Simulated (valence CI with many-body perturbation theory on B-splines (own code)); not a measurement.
**Ba⁴¹⁺: key properties**

Calculated by valence CI with perturbative core correlation (CI+MBPT): five valence electrons over a frozen Dirac-Fock core [Ne], a basis of 9 s, 9 p, 8 d, 6 f, 3 g, 1 h functions for each j, with the one-electron correlation potential Σ1 (screened to all orders), the two-electron term Σ2, the three-electron term Σ3, Breit, model QED; selected single and double excitations, second order for the rest (own B-spline code, finite nucleus).

The last digits are not significant, and no measured levels were compared; by estimate large intervals hold to a few tenths of a per cent, small ones and those within an open d or f shell to about a per cent. Among the levels kept, up to 640 cm⁻¹ of a level comes from second order outside the variational space, and about a tenth of that is noise between levels of different J, which matters for small intervals.

Levels are named by their leading jj configuration (3d3/2^4 stands for four electrons in 3d with j = 3/2), which in mixed levels can hold well under half, so a name can repeat and another be missing.

Rates and lifetimes use the calculated energies. Strong lines usually hold to 10 to 20 %, long lifetimes can be off by a factor of two.

**Question.** What is the ground level?

**Answer.** (3s^2 3p1/2^2 3p3/2) J=3/2, composition 44 % 3s2.3p3 2P° + 29 % 3s2.3p3 4S° + 25 % 3s2.3p3 2D°, g = 1.389.

**Question.** Among levels below 29.543 Ry, which E1 lines absorb most strongly from the ground level?

**Answer.** to (3s^2 3p1/2 3p3/2 3d3/2) J=3/2 at 4.460 nm, f = 0.279; to (3s^2 3p1/2 3p3/2 3d3/2) J=5/2 at 4.522 nm, f = 0.181; to (3s^2 3p1/2 3p3/2 3d3/2) J=1/2 at 4.458 nm, f = 0.102.

**Question.** How well does LS coupling describe the low levels?

**Answer.** Among the lowest 20 levels the leading LS term, summed over configurations, holds 51 % on average. For single configurations the figures are 48 % in LS and 85 % in jj coupling. Terms mix most in the J = 3/2 level at 18.036 Ry, where the leading one holds 31 %.

**Question.** What are the static dipole polarisabilities of the lowest levels?

**Answer.** (3s^2 3p1/2^2 3p3/2) J=3/2 0.0108 (tensor 0.00085) bohr³, of which the core gives 0.000160.

**Question.** Name the longest-lived excited levels whose lifetime is computed, and their main decay.

**Answer.** (3s^2 3p1/2 3p3/2^2) J=5/2 at 6.912 Ry lives 816 ns, mostly by M1 to (3s^2 3p1/2^2 3p3/2) J=3/2; (3s^2 3p1/2 3p3/2 3d3/2) J=7/2 at 18.559 Ry lives 309 ns, mostly by E1 to (3s^2 3p1/2 3p3/2^2) J=5/2; (3s^2 3p1/2 3p3/2^2) J=1/2 at 7.689 Ry lives 205 ns, mostly by M1 to (3s^2 3p1/2^2 3p3/2) J=3/2. The lifetime of (3s^2 3p1/2 3p3/2 3d5/2) J=9/2 is too uncertain to give, and may be longer.

**Question.** What is the ionisation energy?

**Answer.** 3084.1 eV; NIST lists 3081 ± 4 eV (theoretical).

**Question.** Where does the other parity begin?

**Answer.** At (3s^2 3p1/2^2 3d3/2) J=3/2, 11.714 Ry.
